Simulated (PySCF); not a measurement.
A structure optimised at PBE-D3(BJ)/def2-SVPD, used in a PySCF frequency run:

```
B
Br 1 2.0260
Br 1 2.0260 2 112.85
Br 1 2.0260 2 112.85 3 -129.41
```
Charge -1, spin multiplicity 2.

Q: Write its SMILES, formula and point group.

A: Br[B-](Br)Br, BBr3, C3v

Q: What are its rotational constants (standard atomic weights)?

A: 1.1022, 1.1022, 0.55494 GHz
